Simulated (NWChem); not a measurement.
System: C₃H₆NO, doublet; SMILES CN(C)[C]=O

The following NWChem deck was run.

```
start job
memory heap 200 mb stack 900 mb global 1100 mb
geometry units angstroms noautosym nocenter noautoz
  C      0.913992    -1.488813    -0.000007
  N      0.060527    -0.327058     0.000200
  C     -1.374601    -0.534981    -0.000115
  C      0.579917     0.905173     0.000090
  O      0.042108     1.972099     0.000035
  H      1.962143    -1.163348     0.000724
  H      0.735943    -2.112547     0.892807
  H      0.736932    -2.111626    -0.893672
  H     -1.870504     0.443783     0.001362
  H     -1.689549    -1.097320    -0.895225
  H     -1.689399    -1.099864     0.893432
end
basis spherical
  C library 6-31g*
  N library 6-31g*
  O library 6-31g*
  H library 6-31g*
end
dft
  odft
  mult 2
  xc b3lyp
  iterations 150
end
property
  hyperfine
end
task dft property
```

Excerpt of the output:

```
             Northwest Computational Chemistry Package (NWChem) 7.3.0
             --------------------------------------------------------

                             Geometry "geometry" -> ""
                             -------------------------

 Output coordinates in angstroms (scale by  1.889725989 to convert to a.u.)

  No.       Tag          Charge          X              Y              Z
 ---- ---------------- ---------- -------------- -------------- --------------
    1 C                    6.0000     0.91399200    -1.48881300    -0.00000700
    2 N                    7.0000     0.06052700    -0.32705800     0.00020000
    3 C                    6.0000    -1.37460100    -0.53498100    -0.00011500
    4 C                    6.0000     0.57991700     0.90517300     0.00009000
    5 O                    8.0000     0.04210800     1.97209900     0.00003500
    6 H                    1.0000     1.96214300    -1.16334800     0.00072400
    7 H                    1.0000     0.73594300    -2.11254700     0.89280700
    8 H                    1.0000     0.73693200    -2.11162600    -0.89367200
    9 H                    1.0000    -1.87050400     0.44378300     0.00136200
   10 H                    1.0000    -1.68954900    -1.09732000    -0.89522500
   11 H                    1.0000    -1.68939900    -1.09986400     0.89343200

 Effective nuclear repulsion energy (a.u.)     172.1701127698

                              NWChem Property Module
                              ----------------------

  itol2e modified to match energy
  convergence criterion.

                                 NWChem DFT Module
                                 -----------------

 Summary of "ao basis" -> "ao basis" (spherical)
 ------------------------------------------------------------------------------
       Tag                 Description            Shells   Functions and Types
 ---------------- ------------------------------  ------  ---------------------
 C                           6-31g*                  6       14   3s2p1d
 N                           6-31g*                  6       14   3s2p1d
 O                           6-31g*                  6       14   3s2p1d
 H                           6-31g*                  2        2   2s

  itol2e modified to match energy
  convergence criterion.

[...]

          ----------------------
          Hyperfine Interactions
          ----------------------

 Total Spin Density (Fermi Contact Term)
 ------------------ --------------------
     Atom            x         y         z       Density (a.u.)      Aiso(MHz)     Aiso(Gauss)
     1  13-C      1.72719  -2.81345  -0.00001       0.009242         10.389879       3.707361
     2  14-N      0.11438  -0.61805   0.00038       0.195080         63.031288      22.491093
     3  13-C     -2.59762  -1.01097  -0.00022       0.015620         17.559873       6.265789
     4  13-C      1.09588   1.71053   0.00017       0.427687        480.801645     171.561693
     5  17-O      0.07957   3.72673   0.00007       0.092135        -55.852148     -19.929401
     6   1-H      3.70791  -2.19841   0.00137      -0.000314         -1.401696      -0.500159
     7   1-H      1.39073  -3.99213   1.68716      -0.000533         -2.380800      -0.849527
     8   1-H      1.39260  -3.99039  -1.68880      -0.000533         -2.381622      -0.849821
     9   1-H     -3.53474   0.83863   0.00257      -0.000446         -1.991621      -0.710659
    10   1-H     -3.19278  -2.07363  -1.69173      -0.000164         -0.734795      -0.262193
    11   1-H     -3.19250  -2.07844   1.68834      -0.000157         -0.699705      -0.249672

           -------------------------------------------
           Anisotropic Interaction (Spin-Dipolar Term)
           -------------------------------------------

 ------------------------------------------------------------
     Atom            x         y         z
 ------------------------------------------------------------
     1  13-C      1.72719  -2.81345  -0.00001

   Spin-Dipolar term (a.u.)
        xx             yy             zz             xy             xz             yz
 ------------------------------------------------------------------------------------------
      -0.006990       0.018169      -0.011178       0.006375       0.000005       0.000004

   Principal Comp. of -hf- tensor (au)            Anisotropic -hfcc- (MHz)               Anisotropic -hfcc- (Gauss)
 --------------------------------------------------------------------------------------------------------------------------
     -0.008514     0.019692    -0.011178      -1.142435     2.642479    -1.500044      -0.407649     0.942901    -0.535252

   Orientation of the principal axis of Hyperfine Tensor w.r.t absolute (molecular) frame
 --------------------------------------------------------------------------------------------------------------------------
      0.972621     0.232389    -0.001606
     -0.232389     0.972623     0.000200
      0.001608     0.000179     0.999999

 ------------------------------------------------------------
     Atom            x         y         z
 ------------------------------------------------------------
     2  14-N      0.11438  -0.61805   0.00038

   Spin-Dipolar term (a.u.)
        xx             yy             zz             xy             xz             yz
 ------------------------------------------------------------------------------------------
      -0.023900       0.157835      -0.133935       0.107213      -0.000044      -0.000083

   Principal Comp. of -hf- tensor (au)            Anisotropic -hfcc- (MHz)               Anisotropic -hfcc- (Gauss)
 --------------------------------------------------------------------------------------------------------------------------
     -0.073573     0.207507    -0.133935      -2.837531     8.003092    -5.165562      -1.012500     2.855698    -1.843198

[...]
```

Level: B3LYP/6-31G* (spherical d), spin-unrestricted, contact and dipolar terms. All runs use the structure optimised with PBE0/def2-SVP, spin-unrestricted. Not confirmed as a minimum by frequencies. No stability test was run on the SCF state.
